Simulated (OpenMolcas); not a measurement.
Tc5+ among 3 point charges of -1.5 e arranged as a planar triangle (D3h).

```json
{
  "Program": "OpenMolcas 26.06",
  "Method": "CASSCF",
  "Basis": "ANO-RCC-VDZP [6s5p3d1f]",
  "Scalar Hamiltonian": "DKH2, point nucleus",
  "Active space": "2 electrons in 5 orbitals (4d)",
  "State averaging": "2S+1 = 3 even, 10 roots; 2S+1 = 1 even, 15 roots",
  "Spin-orbit coupling": "RASSI with atomic mean-field integrals over the reference wave functions"
}
```

All point charges move together. At R = 2.12 Å the first state of the same spin is 1116 cm-1, and at R = 2.26 Å it is 923.1 cm-1.

Problem. A third run gives 762.1 cm-1. What distance was it run at?

Solution. With a power law R^-n the two known points give n = -ln(923.1 / 1116) / ln(2.26 / 2.12) = 2.97. Then R = 2.12 × (1116 / 762.1)^(1/2.97) = 2.411 Å. The run was at 2.4 Å, so the estimate is off by +0.011 Å.

Without dynamic correlation the repulsion within the d shell is too large (B by tens of per cent), so at a given field states of lower spin stand too high. Spin-orbit coupling mixes the spin-free states strongly: the lowest level takes only 55 % from its leading state, 3A2 (figures for R = 2.12; the like holds for R = 2.26, R = 2.4). The ground term spreads over less than 5000 cm-1, several times less than with real ligands, so orbital moments are less quenched and χT lies further from the spin-only value than at real sites (holds for R = 2.26; R = 2.4). This is an electrostatic model: the charges have no orbitals. An unlabelled pair can be two single states that coincide in this model. No measured value stands beside these numbers.
